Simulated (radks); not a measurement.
Co I, 27 electrons, occupied as [Ar] 3d8 4s1 (not the ground configuration).

All-electron calculation, scalar-relativistic Kohn-Sham, r2SCAN, spin-unpolarised, spherical densities, finite nucleus; meta-GGA in the generalised Kohn-Sham scheme; Fermi nuclear charge, rms radius 3.7875 fm. Program: a radial shooting solver on a logarithmic mesh with Libxc functionals.

Energy parts (hartree):
part                       energy
total                 -1393.38240
kinetic                1411.37311
electron-nucleus      -3342.24506
Hartree                 597.20577
exchange-correlation    -59.71623

Orbitals (lengths in bohr, moments of r in powers of bohr):
orbital  occ.  eigenvalue (hartree)     <r^2>      <r>
1s          2             -279.8015  0.004249  0.05620
2s          2             -33.19436   0.07676   0.2549
2p          6             -28.34387   0.06208   0.2248
3s          2              -3.71256    0.6973   0.7768
3p          6              -2.31449    0.8002   0.8228
4s          1              -0.15821     11.44    3.121
3d          8              -0.15593     1.990    1.179

The highest occupied level is 3d at -4.243 eV. The density falls to 0.001 e/bohr^3 at r = 4.24 bohr.
